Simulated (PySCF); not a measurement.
HOS, multiplicity 2. Atoms are numbered in the order given.

```xyz
3

O     -0.1187    -1.0212     0.0000
S      0.0114     0.5985     0.0000
H      0.7670    -1.4064     0.0000
```
Charge 0, spin multiplicity 2.

Geometry optimised at PBE0-D3(BJ)/def2-TZVPD.

Level of theory: TDA-PBE/def2-TZVPD in PySCF.

Vertical excitations. Isolated molecule, no solvent.

Computed UV-visible absorptions:
| state | energy (eV) | λ (nm) | f | main pairs |
|---|---|---|---|---|
| root 1 | 0.78 | 1588 | 0.000 | β HOMO→LUMO 100 % |
| root 2 | 3.39 | 366 | 0.000 | α HOMO→LUMO 46 %, β HOMO→LUMO+1 53 % |
| root 3 | 4.17 | 297 | 0.003 | α HOMO→LUMO 51 %, β HOMO→LUMO+1 46 % |
| root 4 | 4.22 | 294 | 0.000 | α HOMO−1→LUMO 100 % |
| root 5 | 5.34 | 232 | 0.000 | α HOMO→LUMO+1 33 %, β HOMO→LUMO+2 65 % |
| root 6 | 5.61 | 221 | 0.039 | β HOMO−1→LUMO 87 % |
| root 7 | 5.68 | 218 | 0.003 | β HOMO−2→LUMO 94 % |
| root 8 | 5.71 | 217 | 0.033 | α HOMO→LUMO+1 63 %, β HOMO→LUMO+2 32 % |
| root 9 | 5.98 | 207 | 0.005 | α HOMO−1→LUMO+1 95 % |
| root 10 | 6.34 | 196 | 0.004 | α HOMO→LUMO+2 19 %, β HOMO→LUMO+3 78 % |
Unrestricted roots are not spin-pure.
